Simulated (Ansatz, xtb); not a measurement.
C4H8GeOS: which of two isomers lies lower

Structure I is `C=C1C[O][Ge@H]([SH])[CH2]1`, a singlet and structure II is `C[C@@H]1[S][GeH2][CH2]C1=O`, a singlet. Both are isolated molecules in the gas phase, relaxed with PBE0-D3(BJ)/def2-SVP; the shapes shown needn't be the lowest conformers.

I (Å):

```
atom    x (Å)    y (Å)    z (Å)
   C  -2.6199  -2.2591  -0.0807
   C  -1.5411  -1.4719  -0.0253
   C  -1.5239  -0.1261   0.6729
   C  -0.2456  -1.7385  -0.7347
  Ge   0.0802   0.0578  -1.4506
   O  -0.8197   0.8252  -0.0942
   S  -0.8893   0.4147  -3.4107
   H  -2.5996  -3.2235  -0.5955
   H  -3.5564  -1.9674   0.4037
   H  -1.0362  -0.2336   1.6637
   H  -2.5541   0.2247   0.8533
   H   1.4948   0.6403  -1.5337
   H  -2.0051  -0.2576  -3.0474
   H  -0.3053  -2.5386  -1.4827
   H   0.5677  -1.9630  -0.0219
```

II (Å):

```xyz
15

C    -0.5883    1.0443   -0.3086
C     0.3122   -0.0863   -0.7832
C    -1.2539   -2.0771   -0.3834
C     0.0533   -1.3974   -0.0362
Ge   -1.4089   -1.9785   -2.3369
O     0.8518   -1.8517    0.7414
S     0.1580   -0.3964   -2.5941
H    -0.3456    1.9735   -0.8431
H    -1.6502    0.8240   -0.4965
H    -0.4520    1.2189    0.7710
H     1.3685    0.1619   -0.6071
H    -0.9901   -3.2726   -3.0503
H    -2.7985   -1.5252   -2.8176
H    -1.2663   -3.0948    0.0266
H    -2.0895   -1.5074    0.0542
```

Which of the two would you expect CCSD(T)/def2-SVP + ΔMP2/def2-TZVPP electronic energies to favour?

Not settled: CCSD(T)/def2-SVP + ΔMP2/def2-TZVPP gives E(II) − E(I) = +0.068 eV, but this leans on the basis-set step: CCSD(T) alone gives −0.128 eV.

Level by level:

| level | geometry | E(II) − E(I) (eV) | departure from the last row (eV) | job, with rough time for the two |
| --- | --- | --- | --- | --- |
| PBE0-D3(BJ)/def2-SVP | PBE0-D3(BJ)/def2-SVP | −0.170 | −0.238 | optimisation, 1.7 min |
| HF/def2-SVP | PBE0-D3(BJ)/def2-SVP | +0.014 | −0.054 | part of the CCSD(T) run |
| MP2/def2-SVP | PBE0-D3(BJ)/def2-SVP | −0.167 | −0.235 | part of the CCSD(T) run |
| CCSD(T)/def2-SVP | PBE0-D3(BJ)/def2-SVP | −0.128 | −0.196 | single point |
| CCSD(T)/def2-SVP + ΔMP2/def2-TZVPP | PBE0-D3(BJ)/def2-SVP | +0.068 |  | single point, 2.5 min |

As drawn, II has 1 C–C, 1 C–S, 1 C=O, 1 Ge–H in place of 1 C=C, 1 C–O, 1 Ge–O, 1 S–H.

PBE0-D3(BJ)/def2-SVP, MP2/def2-SVP, CCSD(T)/def2-SVP put the two in the other order. HF/def2-SVP finds them nearly level. The largest departure from CCSD(T)/def2-SVP + ΔMP2/def2-TZVPP is that of PBE0-D3(BJ)/def2-SVP, 0.238 eV. Levels run at GFN2-xTB geometries aren't shown. The last row adds to CCSD(T) the change of the MP2 difference between the two basis sets, here +0.196 eV, a large step that makes the value less sure.

With thermal terms from frequencies at re-optimised GFN2-xTB minima (ideal gas, soft modes damped towards free rotors, one conformer each, 298.15 K, 1 atm): the zero-point term adds +0.042 eV; ΔH is +0.093 and ΔG +0.137 eV.

The correlated steps freeze 19 core orbitals; the filled d shell of Ge is correlated, in a basis made for valence electrons. Run with Ansatz 0.2.0, xtb 6.7.1; the last row on 4 threads of Arm Neoverse V1 on a shared host.
